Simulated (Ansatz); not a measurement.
CH₅NOSn (`C[O][Sn][NH2]`), relaxed with RKS PBE0-D4/def2-TZVP in Ansatz 0.2.0 from a PBE-D4/def2-SVP geometry. The force threshold is 0.005 eV/Å; the program also tests the step.

Total charge 0; spin multiplicity 1. Sn: def2 effective core potential.

Start:

```xyz
9

C    -1.373   -0.052    0.048
O    -0.770   -1.256    0.433
Sn    1.243   -1.586    0.491
N     1.764    0.306   -0.139
H    -1.141    0.800    0.737
H    -2.481   -0.171    0.046
H    -1.083    0.282   -0.981
H     1.109    1.062   -0.360
H     2.731    0.615   -0.274
```

(1) By how much does the energy fall, and how many steps does the optimiser take? (Estimate.)

(2) Which bonds change most? (Best estimate.)

(3) Give the relaxed structure. (Estimate.)

## Answers

(1) Ansatz gave: 1.74 kcal/mol, in 10 steps, 1 of them rejected.

(2) Computed: O2–Sn3 from 2.040 to 1.984 Å; Sn3–N4 from 2.062 to 2.019 Å; C1–H7 from 1.120 to 1.100 Å; C1–H5 from 1.120 to 1.100 Å.

(3) Computed: 
```xyz
9

C    -1.371   -0.043    0.037
O    -0.738   -1.234    0.404
Sn    1.219   -1.549    0.472
N     1.754    0.304   -0.125
H    -1.106    0.795    0.698
H    -2.456   -0.179    0.098
H    -1.134    0.257   -0.994
H     1.118    1.053   -0.354
H     2.713    0.596   -0.235
```
